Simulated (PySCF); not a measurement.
C₃H₈OSi, SMILES OC1([SiH3])CC1. Geometry: PBE-D3(BJ)/def2-SVP. This is a generated structure with no PubChem entry under its InChIKey; it may be hypothetical. One conformer was computed; it need not be the lowest.

Method: PySCF with PBE-D3(BJ)/def2-SVP.

Harmonic wavenumbers (cm⁻¹): 153, 194, 204, 326, 348, 400, 548, 607, 640, 747, 850, 865, 884, 894, 911, 914, 965, 1010, 1026, 1133, 1196, 1212, 1297, 1367, 1422, 2146, 2155, 2174, 3056, 3062, 3151, 3162, 3680. Rotational constants (GHz): 5.718, 3.130, 2.502; symmetry number 1.

Task: Work out the zero-point energy and the ideal-gas rigid-rotor harmonic-oscillator thermochemistry at 298.15 K and 1 atm.

Result: ZPE = ½ Σ hcν = ½ × 42697 cm⁻¹ = 255.39 kJ/mol. H − E(el) = 275.65 kJ/mol. Entropy in J/(mol K): translation 164.61, rotation 110.36, vibration 55.83, total 330.80. G − E(el) = 177.03 kJ/mol. Cp = 114.45 J/(mol K).
